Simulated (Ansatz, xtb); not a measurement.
Reaction (SMILES): CC(C)(C)O[Si](F)(F)F [trifluoro-[(2-methylpropan-2-yl)oxy]silane] + 8 [H][H] (H2) → 4 C (CH4) + 3 F (HF) + O (H2O) + [SiH4] (SiH4)
Structures are relaxed separately at B3LYP-D3(BJ)/def2-TZVP in Ansatz (a first-principles code), one conformer each, not searched for the lowest.

Wanted: energy of full hydrogenation (electronic energy difference), in kJ/mol. Valence correlation only, unless marked. Spin-orbit coupling is left out. Non-relativistic. CBS(X,Y): correlation extrapolated as X^-3; Hartree-Fock from the larger set. The bracket is a focal-point correction in the basis named.

| level | program | energy of full hydrogenation (kJ/mol) |
|---|---|---|
| GFN1-xTB | xtb | 87.6 |

Question: Estimate the value at RI-MP2/CBS(cc-pV(T+d)Z,cc-pV(Q+d)Z)+[CCSD(T)-MP2]/cc-pV(T+d)Z as computed with Ansatz.

Answer: 193.4 kJ/mol, so GFN1-xTB differs from it by -105.8 kJ/mol.
